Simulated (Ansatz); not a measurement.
`[F][InH][SeH]`, relaxed with RKS PBE0-D4/def2-TZVP in Ansatz from a PBE-D4/def2-SVP geometry. The force threshold is 0.005 eV/Å; the program also tests the step.

Total charge 0; spin multiplicity 1. In: def2 effective core potential.

Start:

```xyz
5

F     0.890    1.105   -1.321
In    0.644    0.130    0.391
Se   -1.615   -0.999    0.373
H     1.922    0.205    1.544
H    -1.840   -0.441   -0.987
```

(1) How much energy does the relaxation release, and in how many steps? (Best estimate.)

(2) Which bonds change most? (An estimate is asked.)

(3) Give the relaxed structure. (Best estimate.)

Answers

(1) Ansatz gave: 0.03 eV, in 5 steps.

(2) Ansatz gave: In2–Se3 from 2.526 to 2.480 Å; F1–In2 from 1.985 to 1.954 Å; In2–H4 from 1.723 to 1.698 Å; Se3–H5 from 1.487 to 1.470 Å.

(3) Ansatz gave: 
```xyz
5

F     0.879    1.085   -1.294
In    0.633    0.126    0.391
Se   -1.585   -0.981    0.364
H     1.900    0.207    1.518
H    -1.827   -0.437   -0.980
```
